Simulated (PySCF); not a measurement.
SMILES N([Si](O)(O)O)[Si](C)(O)O (CH₉NO₅Si₂) at its GFN2-xTB optimised geometry (Å):

```
18

Si    -0.3873     1.1782     0.0000
O      1.2502     1.1782     0.0000
O     -0.9978     0.4342     1.3075
O     -0.8441     2.7364     0.0000
N     -0.8890     0.3029    -1.3983
Si    -0.3222    -1.3217    -1.5446
C     -0.8924    -2.1381    -3.1459
O      1.3054    -1.4293    -1.4695
O     -0.9742    -2.0316    -0.2077
H      1.6916     1.8522     0.5113
H     -1.1610    -0.5031     1.1929
H     -1.7562     2.9272     0.1945
H     -1.0662     0.8145    -2.2420
H     -0.4661    -3.1316    -3.2232
H     -0.5768    -1.5796    -4.0184
H     -1.9712    -2.2339    -3.1785
H      1.7562    -0.6992    -1.0445
H     -0.7120    -2.9272    -0.0085
```

Method: CAM-B3LYP/def2-SVP (PySCF). Cells within 0.4 Å of a nucleus heavier than hydrogen are left out (blank, or x).

Map of the Laplacian of the electron density (e/bohr⁵), clipped to [-1.50, 1.50] on the plane z = 0.0 Å:

```
|55555555555555555555555555555|
|55555555555555555555555555555|
|55555555555555555555555555555|
|55555555555555555555555555555|
|55555555555665555555555555555|
|55555555555656555555555555555|
|55555555531xx5655555555555555|
|55555555555xx6655555555555555|
|55555555556545555555555555555|
|55555555555579656656555555555|
|5555555555569x964xx6655555555|
|555555555557xx964xx6655555555|
|55555555555599956546555555555|
|55555555555555555665555555555|
|55555555555555555555555555555|
|55555555555555555555555555555|
|55555555555555555555555555555|
|55555555555555555555555555555|
|55555555556666555555555555555|
|55555555565x06555555555555555|
|55555555565xx6555555555555555|
|55555555556426555555555555555|
|55555555555405555555555555555|
|55555555555555555555555555555|
|55555555555555555555555555555|
|55555555555555555555555555555|
|55555555555555555555555555555|
|55555555555555555555555555555|
|55555555555555555555555555555|
```
Scale: ten equal steps from -1.50 (start of '0') to 1.50 (end of '9'), in the order '0123456789'; x runs from -5.00 to 5.00, y from -5.00 (bottom) to 5.00 (top).
